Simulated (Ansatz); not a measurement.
`[CH3][SnH2][GeH3]` + H–F → `[CH3][SnH2][F]` + GeH₄  (cleavage of the Sn–Ge bond)

Computed with Ansatz on PBE0-D4/def2-TZVP structures; ΔE is electronic, products minus reactants. CBS: MP2 limit from def2 TZ/QZ plus the TZ coupled-cluster correction, frozen cores. This one scheme is used for every species. DFT in def2-TZVPP. B3LYP here is the variant with VWN-RPA as its local correlation; programs differ in this. def2 core potentials past Kr. For Ge, Sn outer-core shells are correlated without core-valence functions, which leaves a few kJ/mol of doubt a bond. Scalar relativity is left out up to krypton.

`[CH3][SnH2][GeH3]`:

Z-matrix (Å, degrees):
```
C
Sn 1 2.144
H 1 1.090 2 109.9
H 1 1.090 2 109.8 3 -120.0
H 1 1.090 2 109.9 3 120.0
Ge 2 2.598 1 110.5 3 -60.2
H 2 1.712 1 109.3 3 178.8
H 2 1.712 1 109.3 3 60.8
H 6 1.538 2 111.5 1 179.9
H 6 1.539 2 110.6 1 59.5
H 6 1.539 2 110.5 1 -59.8
```

H–F:

Z-matrix (Å, degrees):
```
F
H 1 0.920
```

`[CH3][SnH2][F]`:

```xyz
8

C    -0.906    0.732    0.033
Sn    0.830   -0.488   -0.066
F     0.200   -2.254    0.394
H    -1.639    0.378   -0.691
H    -1.331    0.671    1.035
H    -0.654    1.770   -0.188
H     2.013   -0.141    1.114
H     1.487   -0.668   -1.630
```

GeH₄:

```xyz
5

Ge    0.000    0.000    0.000
H    -0.141    0.812   -1.294
H    -1.383   -0.198    0.632
H     0.907    0.755    0.981
H     0.617   -1.368   -0.319
```

```csv
level,ΔE (eV)
revPBE-D4,-0.16
B3LYP,-0.30
r2SCAN0,-0.18
CCSD/def2-SVP,-0.26
```

What does CCSD(T)/CBS give? (An estimate is asked.)

The calculation gave: -0.12 eV. The listed levels differ from it by -0.04, -0.18, -0.06, -0.14 eV.

What do rigid-rotor, harmonic-oscillator terms from PBE0-D4/def2-TZVP frequencies (298.15 K, 1 bar) make of the CCSD(T)/CBS value? (An estimate is asked.)

Ansatz gave: ΔZPE = -0.03 eV, ΔH = -0.19 eV, ΔS = -10 J/(mol·K), ΔG = -0.16 eV.

Largest T1 diagnostic among the species: 0.013.

From BLYP to BHLYP (50 % exact exchange), in def2-TZVPP and without D4, ΔE moves by +0.05 eV. The D4 term adds +0.08 eV with B3LYP and +0.05 eV with PBE0; it sums over pairs of atoms, weighted by their polarisabilities, and B3LYP, whose exchange is more repulsive, gets the larger term.

CCSD(T)/CBS has its own doubt, a few kJ/mol and more with outer-core shells, so smaller differences from it don't rank the levels.
